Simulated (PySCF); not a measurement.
Calculation: PBE0-D4/def2-TZVP // PBE0-D4/def2-SVP in PySCF. Isolated molecules, 0 K electronic values unless said otherwise. Excitations are Tamm–Dancoff values on a coarser integration grid. The basis has no diffuse functions, so Rydberg states are missing or too high.

Reference species (SMILES): `c1c2ccccc2c(c(Cl)c1)[SiH3]` (neutral, multiplicity 1).

```
Property                 Result
----------------------  -------
T1 excitation (TDA)     2.91 eV
S1 oscillator strength    0.025
S1–T1 gap (TDA)         1.45 eV
S1 excitation (TDA)     4.37 eV
```

Changed species: `Clc1cccc2cc([SiH3])ccc21`.

Q: What does the change do to the T1 excitation (TDA), S1 oscillator strength, S1–T1 gap (TDA) and S1 excitation (TDA)?

A: the T1 excitation (TDA) falls by 0.04 eV, to 2.87 eV; the S1 oscillator strength hardly moves; the S1–T1 gap (TDA) hardly moves; the S1 excitation (TDA) drops by 0.03 eV, to 4.34 eV.
